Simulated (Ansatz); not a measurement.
Gas-phase electronic energies from Ansatz, PBE0-D4/def2-TZVP geometries. CBS: MP2 limit from def2 TZ/QZ plus the TZ coupled-cluster correction, frozen cores. Functionals use def2-TZVPP. B3LYP here is the variant with VWN-RPA as its local correlation; programs differ in this. Each species was taken in one conformer, which may not be the lowest.

Reaction (isomerisation): `C=C([SiH3])[SiH2]O` → `[SiH3]C[SiH]1CO1`

`C=C([SiH3])[SiH2]O`:

```xyz
13

C     0.130    0.968   -1.268
C    -0.143    0.066   -0.319
Si   -1.793   -0.803   -0.327
Si    1.137   -0.295    0.986
O     2.420    0.737    0.895
H     1.081    1.498   -1.303
H    -0.576    1.215   -2.059
H    -2.571   -0.465    0.896
H    -2.562   -0.387   -1.530
H    -1.609   -2.280   -0.344
H     1.693   -1.656    0.793
H     0.486   -0.216    2.324
H     2.306    1.616    1.257
```

`[SiH3]C[SiH]1CO1`:

Cartesian coordinates in Å:
```
Si -0.621 0.705 1.833
C 0.182 -0.693 0.869
Si -0.196 -0.655 -0.941
C 0.731 0.337 -2.129
O 0.978 -1.119 -2.019
H -2.077 0.763 1.533
H -0.448 0.502 3.295
H -0.006 2.001 1.447
H 1.267 -0.638 1.001
H -0.158 -1.648 1.285
H -1.573 -1.106 -1.243
H 1.595 0.930 -1.834
H 0.325 0.621 -3.097
```

| level | ΔE (kJ/mol) |
| --- | --- |
| ωB97X-V | 71.4 |
| PBE | 61.2 |
| B3LYP | 84.9 |
| CCSD/def2-TZVPP | 88.7 |
| CCSD(T)/def2-TZVPP | 86.6 |
| MP2/def2-QZVPP | 82.4 |
| SCS-MP2/def2-QZVPP | 88.2 |
| HF/CBS(def2) | 114.1 |

(1) What does CCSD(T)/CBS give? (An estimate is asked.)

Largest T1 diagnostic among the species: 0.013.

Answers

(1) The calculation gave: +86.9 kJ/mol. The listed levels differ from it by -15.5, -25.7, -2.0, 1.8, -0.3, -4.5, 1.3, 27.2 kJ/mol.

From PBE to PBE0 (25 % exact exchange), in def2-TZVPP and without D4, ΔE moves by +4.8 kJ/mol. In def2-TZVPP, CCSD(T) changes the Hartree–Fock value by −28.2 kJ/mol (the triples alone add −2.1 kJ/mol) and MP2 by −32.3 kJ/mol.
